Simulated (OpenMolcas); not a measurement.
OpenMolcas run: Cd⁺

Input:

```
&GATEWAY
Coord
1

Cd 0.0 0.0 0.0
Basis=ANO-R3
Group=XYZ
NoMove
AngMom=0.0 0.0 0.0
AMFI
&SEWARD
* reference wave functions (RASSCF and RASSI steps not shown): 1 electron in 8 orbitals (5s 5p 6s 6p)
>>> COPY JOB001 $Project.JobIph
&CASPT2
Multistate=1 1
Frozen=9 9
IPEA=0.0
Shift=0.5
MaxIter=60
WThr=0.0 0.3 0.05
PrWF=0.5
NoMix
>>> COPY JOB002 $Project.JobIph
&CASPT2
Multistate=3 1 2 3
Frozen=9 9
IPEA=0.0
Shift=0.5
MaxIter=60
WThr=0.0 0.3 0.05
PrWF=0.5
NoMix
```

Launched by
```bash
OMP_NUM_THREADS=1 MOLCAS_MEM=2252 MOLCAS_PROJECT=a pymolcas a.inp > a.log  # once for each step of the input, in one work folder
```

Output, cut to the results:

```
--- CASPT2 ---
Orbital specifications:
      -----------------------

      Symmetry species                           1   2
                                                ag  au
      Frozen orbitals                            9   9
      Inactive orbitals                          5   0
      Active orbitals                            2   6
      Secondary orbitals                        35  35
      Deleted orbitals                           0   0
      Number of basis functions                 51  50
Type of calculation                        SS-CASPT2
      Fock operator                              state-specific
      IPEA shift                                 0.00
      Real shift                                 0.50
      Imaginary shift                            0.00
      The input orbitals will be transformed to quasi-canonical
Reference energy:       -5591.1176039914
      E2 (Non-variational):      -0.3970798172
      Shift correction:          -0.0322511676
      E2 (Variational):          -0.4293309847
      Total energy:           -5591.5469349761
      Residual norm:              0.0000004127
      Reference weight:           0.93941
      Contributions to the CASPT2 correlation energy
      Active & Virtual Only:         -0.0000000000
      One Inactive Excited:          -0.0430386620
      Two Inactive Excited:          -0.3540411551
::    CASPT2 Root  1     Total energy:  -5591.54693498
--- CASPT2 ---
Orbital specifications:
      -----------------------

      Symmetry species                           1   2
                                                ag  au
      Frozen orbitals                            9   9
      Inactive orbitals                          5   0
      Active orbitals                            2   6
      Secondary orbitals                        35  35
      Deleted orbitals                           0   0
      Number of basis functions                 51  50
Type of calculation                        MS-CASPT2
      Fock operator                              state-specific
      IPEA shift                                 0.00
      Real shift                                 0.50
      Imaginary shift                            0.00
      The input orbitals will be transformed to quasi-canonical
Reference energy:       -5590.8576951128
      E2 (Non-variational):      -0.3923479831
      Shift correction:          -0.0320656027
      E2 (Variational):          -0.4244135857
      Total energy:           -5591.2821086985
      Residual norm:              0.0000004765
      Reference weight:           0.93973
      Contributions to the CASPT2 correlation energy
      Active & Virtual Only:         -0.0000000000
      One Inactive Excited:          -0.0387244590
      Two Inactive Excited:          -0.3536235241
Reference energy:       -5590.8576951128
      E2 (Non-variational):      -0.3923479831
      Shift correction:          -0.0320656027
      E2 (Variational):          -0.4244135857
      Total energy:           -5591.2821086985
      Residual norm:              0.0000004765
      Reference weight:           0.93973
      Contributions to the CASPT2 correlation energy
      Active & Virtual Only:         -0.0000000000
      One Inactive Excited:          -0.0387244590
      Two Inactive Excited:          -0.3536235241
::    CASPT2 Root  1     Total energy:  -5591.28210870
::    CASPT2 Root  2     Total energy:  -5591.28210870
::    CASPT2 Root  3     Total energy:  -5591.28210870
::    MS-CASPT2 Root  1     Total energy:  -5591.28210870
::    MS-CASPT2 Root  2     Total energy:  -5591.28210870
::    MS-CASPT2 Root  3     Total energy:  -5591.28210870
```

Levels above the lowest, from the spin-orbit matrix with the single-state CASPT2 energies, averaged by term, on its diagonal:

| Configuration | Term | J | E (cm⁻¹) | Measured (cm⁻¹) | g | Term weight % |
| --- | --- | --- | --- | --- | --- | --- |
| 5s | ²S | 1/2 | 0.0 | 0.0 | 2.002 | 100 |
| 5p | ²P° | 1/2 | 55833 | 44136 | 0.666 | 100 |
| 5p | ²P° | 3/2 | 59267 | 46619 | 1.334 | 100 |

Against the 2 measured excited levels shown (NIST Handbook of Basic Atomic Spectroscopic Data) the mean absolute deviation is 12000 cm-1; the largest miss in energy is 5p ²P°_3/2: computed 59267, measured 46619 cm⁻¹ (+27.1 %).

With one active electron outside closed inactive shells, the extra shells (6p 6s) add no correlation to the reference. With one active electron, CASPT2 adds the correlation within the correlated inactive shells and between them and that electron, and leaves the splitting within a term as the reference gives it. The ANO-R sets hold no well-fitted valence p shell for this element, so s → p excitations can come out far too high. Computed and measured levels are paired by configuration, term and J; levels that our copy of the source lacks, or whose pairing is in doubt (as where it misses far off the trend of its configuration), stay unpaired and out of the deviations. Levels of configurations outside the active space are missing. The first state left out of the spin-orbit step lies near 110000 cm-1 above the lowest spin-free state of the reference (among the parities and spins computed), and the list stops at four fifths of that energy or lower.

The term weight is that of the spin-free term in the level, not the purity of its configuration. ° marks odd parity.
